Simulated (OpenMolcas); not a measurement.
Computed levels of Hf2+

```yaml
Program: OpenMolcas 26.06
Method: "XMS-CASPT2, IPEA 0.25 Eh, imaginary shift 0.1 Eh (closed shells correlated: 5s 5p)"
Basis: ANO-RCC-VTZP [8s7p5d3f2g1h]
Scalar_Hamiltonian: DKH2, point nucleus
Active_space: 2 electrons in 6 orbitals (5d 6s)
State_averaging: 2S+1 = 3 even, 15 roots; 2S+1 = 1 even, 21 roots kept (CI in the orbitals of an earlier block)
Spin-orbit_coupling: RASSI with atomic mean-field integrals over the reference wave functions, term energies averaged over their components
```

With spin-orbit coupling, above the lowest level:

| Configuration | Term | J | E (cm⁻¹) | g | Term weight % | Second |
| --- | --- | --- | --- | --- | --- | --- |
| 5d² | ³F | 2 | 0.0 | 0.750 | 76 | 22 ¹D |
| 5d 6s | ³D | 1 | 3110 | 0.499 | 100 |  |
| 5d 6s | ³D | 2 | 3410 | 1.037 | 50 | 32 5d² ¹D |
| 5d² | ³F | 3 | 3670 | 1.084 | 100 |  |
| 5d 6s | ³D | 2 | 5970 | 1.067 | 47 | 42 5d² ¹D |
| 5d² | ³F | 4 | 6680 | 1.241 | 96 | 4 ¹G |
| 5d 6s | ³D | 3 | 7290 | 1.334 | 100 |  |
| 6s² | ¹S | 0 | 8590 |  | 55 | 45 5d² ³P |
| 5d² | ³P | 0 | 11450 |  | 52 | 44 6s² ¹S |
| 5d² | ³P | 1 | 11660 | 1.501 | 100 |  |
| 5d² | ³P | 2 | 13150 | 1.436 | 87 | 10 5d 6s ¹D |
| 5d² | ¹G | 4 | 15520 | 1.009 | 96 | 4 ³F |
| 5d 6s | ¹D | 2 | 18750 | 1.044 | 88 | 9 5d² ³P |
| 5d² | ¹S | 0 | 31770 |  | 95 | 3 ³P |

Spin-orbit coupling puts the lowest level 4135 cm⁻¹ below the lowest spin-free term.

For ³F the intervals divided by the larger J are 1223.8, 752.6 cm-1. Landé's interval rule makes them equal in pure LS coupling; they differ by 48 % of their mean. The multiplet is regular.

CASPT2 does not keep the components of a term degenerate, so their means are used; among the terms shown or strongly mixed into the levels shown the widest spread is 550 cm-1 (5d² ¹G). Over all roots computed the reference weight is 0.90 to 0.96; the roots of lowest weight are the least certain, and an intruder state may touch them. Terms from blocks run as CI alone lack orbitals of their own. Configurations are named by rounded mean occupations; where the s occupation lies near a half they are strongly mixed, a name can repeat and a true partner stay unpaired. A single d shell beside an s shell can misplace configurations of different d count against each other. Levels of configurations outside the active space are missing.

The term weight is that of the spin-free term in the level, not the purity of its configuration.
